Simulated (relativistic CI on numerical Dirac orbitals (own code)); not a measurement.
Ga V: calculation against measurement

Computed by Dirac-Coulomb-Breit CI, orbitals from a KLI potential per configuration, model QED (radiative potential, 1s self-energy scaled to tabulated hydrogen-like ionisation energies), valence Slater integrals scaled by 0.85, P86 correlation estimate, and configurations built on the next ion tied to the tabulated ionisation energy (semi-empirical) (own radial code, finite nucleus).

Configurations in the expansion (outside the closed core [Ne]): 3s²3p⁶3d⁹, 3s²3p⁶3d⁸4s, 3s²3p⁶3d⁸4p, 3s²3p⁶3d⁸4d, 3s²3p⁶3d⁸5s, 3s²3p⁶3d⁸4f, 3s²3p⁵3d¹⁰, 3s²3p⁶3d⁸5p, 3s²3p⁶3d⁷4s², 3s²3p⁶3d⁸5d, 3s²3p⁶3d⁷4s4p, 3s²3p⁶3d⁸5f, 3s²3p⁶3d⁸5g, 3s²3p⁶3d⁷4p², 3s3p⁶3d¹⁰, 3s²3p⁶3d⁷4s4d. Levels of other configurations are missing.

| Configuration | Term (tabulated) | J | Measured (cm⁻¹) | Computed | Error | Purity (%) |
| --- | --- | --- | --- | --- | --- | --- |
| 3s²3p⁶3d⁹ | 2D | 5/2 | 0.0 | 0 | 0 | 100 |
| 3s²3p⁶3d⁹ | 2D | 3/2 | 3583.0 | 3501 | -82 | 100 |
| 3s²3p⁶3d⁸4s | 4F | 9/2 | 210052.0 | 215955 | 5903 | 100 |
| 3s²3p⁶3d⁸4s | 4F | 7/2 | 212121.0 | 217957 | 5836 | 94 |
| 3s²3p⁶3d⁸4s | 4F | 5/2 | 214000.0 | 219811 | 5811 | 98 |
| 3s²3p⁶3d⁸4s | 4F | 3/2 | 215237.0 | 221039 | 5802 | 98 |
| 3s²3p⁶3d⁸4s | 2F | 7/2 | 218301.0 | 223690 | 5389 | 94 |
| 3s²3p⁶3d⁸4s | 2F | 5/2 | 221488.0 | 226821 | 5333 | 96 |
| 3s²3p⁶3d⁸4s | 2D | 3/2 | 232968.0 | 239091 | 6123 | 76 |
| 3s²3p⁶3d⁸4s | 4P | 3/2 | 235609.0 | 241784 | 6175 | 83 |
| 3s²3p⁶3d⁸4s | 4P | 1/2 | 235752.0 | 241953 | 6201 | 99 |
| 3s²3p⁶3d⁸4s | 2P | 3/2 | 242026.0 | 247548 | 5522 | 93 |
| 3s²3p⁶3d⁸4s | 2P | 1/2 | 243053.0 | 248527 | 5474 | 99 |
| 3s²3p⁶3d⁸4s | 2G | 9/2 | 246093.0 | 250129 | 4036 | 100 |
| 3s²3p⁶3d⁸4s | 2G | 7/2 | 246133.0 | 250169 | 4036 | 100 |
| 3s²3p⁶3d⁸4p | 4D° | 7/2 | 296992.0 | 302707 | 5715 | 93 |
| 3s²3p⁶3d⁸4p | 4D° | 5/2 | 300144.0 | 305788 | 5644 | 93 |
| 3s²3p⁶3d⁸4p | 4G° | 9/2 | 300730.0 | 305975 | 5245 | 57 |
| 3s²3p⁶3d⁸4p | 4G° | 11/2 | 302217.0 | 307306 | 5089 | 100 |
| 3s²3p⁶3d⁸4p | 4D° | 3/2 | 302499.0 | 308109 | 5610 | 95 |
| 3s²3p⁶3d⁸4p | 4G° | 7/2 | 302779.0 | 307982 | 5203 | 76 |
| 3s²3p⁶3d⁸4p | 4D° | 1/2 | 303911.0 | 309512 | 5601 | 99 |
| 3s²3p⁶3d⁸4p | 4G° | 5/2 | 304272.0 | 309467 | 5195 | 89 |
| 3s²3p⁶3d⁸4p | 4F° | 9/2 | 305249.0 | 310120 | 4871 | 79 |
| 3s²3p⁶3d⁸4p | 4F° | 7/2 | 306628.0 | 311558 | 4930 | 62 |
| 3s²3p⁶3d⁸4p | 2G° | 9/2 | 306947.0 | 312009 | 5062 | 60 |
| 3s²3p⁶3d⁸4p | 4F° | 5/2 | 307745.0 | 312748 | 5003 | 74 |
| 3s²3p⁶3d⁸4p | 4F° | 3/2 | 307864.0 | 312997 | 5133 | 77 |
| 3s²3p⁶3d⁸4p | 2D° | 5/2 | 309616.0 | 314977 | 5361 | 76 |
| 3s²3p⁶3d⁸4p | 2D° | 3/2 | 311991.0 | 317359 | 5368 | 78 |
| 3s²3p⁶3d⁸4p | 2F° | 5/2 | 313088.0 | 318061 | 4973 | 75 |
| 3s²3p⁶3d⁸4p | 4P° | 3/2 | 319570.0 | 325401 | 5831 | 71 |
| 3s²3p⁶3d⁸4p | 4P° | 5/2 | 320093.0 | 325856 | 5763 | 62 |
| 3s²3p⁶3d⁸4p | 4P° | 1/2 | 320429.0 | 326364 | 5935 | 89 |
| 3s²3p⁶3d⁸4p | 2F° | 5/2 | 322388.0 | 327753 | 5365 | 74 |
| 3s²3p⁶3d⁸4p | 2D° | 3/2 | 324314.0 | 329875 | 5561 | 58 |
| 3s²3p⁶3d⁸4p | 2F° | 7/2 | 324407.0 | 329425 | 5018 | 86 |
| 3s²3p⁶3d⁸4p | 2P° | 1/2 | 324874.0 | 330149 | 5275 | 88 |
| 3s²3p⁶3d⁸4p | 2D° | 5/2 | 325713.0 | 331346 | 5633 | 81 |
| 3s²3p⁶3d⁸4p | 2P° | 3/2 | 326549.0 | 331737 | 5188 | 59 |
| 3s²3p⁶3d⁸4p | 4D° | 5/2 | 329103.0 | 334215 | 5112 | 70 |
| 3s²3p⁶3d⁸4p | 4D° | 1/2 | 329108.0 | 334139 | 5031 | 96 |
| 3s²3p⁶3d⁸4p | 4D° | 3/2 | 329112.0 | 334206 | 5094 | 86 |
| 3s²3p⁶3d⁸4p | 4D° | 7/2 | 330174.0 | 335014 | 4840 | 81 |
| 3s²3p⁶3d⁸4p | 2D° | 5/2 | 332473.0 | 337631 | 5158 | 73 |
| 3s²3p⁶3d⁸4p | 2H° | 9/2 | 332600.0 | 336127 | 3527 | 98 |
| 3s²3p⁶3d⁸4p | 2P° | 3/2 | 332707.0 | 338181 | 5474 | 82 |
| 3s²3p⁶3d⁸4p | 2D° | 3/2 | 333929.0 | 339180 | 5251 | 79 |
| 3s²3p⁶3d⁸4p | 2H° | 11/2 | 334765.0 | 338658 | 3893 | 100 |
| 3s²3p⁶3d⁸4p | 2F° | 7/2 | 335089.0 | 339063 | 3974 | 91 |
| 3s²3p⁶3d⁸4p | 2P° | 1/2 | 335605.0 | 340841 | 5236 | 83 |
| 3s²3p⁶3d⁸4p | 2F° | 5/2 | 336909.0 | 340660 | 3751 | 97 |
| 3s²3p⁶3d⁸4p | 2S° | 1/2 | 337491.0 | 342508 | 5017 | 84 |
| 3s²3p⁶3d⁸4p | 4S° | 3/2 | 337690.0 | 342150 | 4460 | 97 |
| 3s²3p⁶3d⁸4p | 2G° | 7/2 | 344200.0 | 346843 | 2643 | 97 |
| 3s²3p⁶3d⁸4p | 2G° | 9/2 | 344668.0 | 347265 | 2597 | 98 |

Measured levels from Shirai, Reader, Kramida and Sugar, J. Phys. Chem. Ref. Data 36, 509 (2007); pairs were made by configuration, J and term (by order where the table uses no LS term), so strongly mixed levels may be paired wrongly.

Mean error by configuration (cm⁻¹): 3s²3p⁶3d⁹ -82; 3s²3p⁶3d⁸4s 5511; 3s²3p⁶3d⁸4p 4991. Over the excited levels the mean absolute error is 5025 cm⁻¹ (55 of the 59 excited levels that our extract of the source holds in range could be paired, and the others can miss by more), and the median relative error of those above 1,000 cm⁻¹ is 1.7 %.
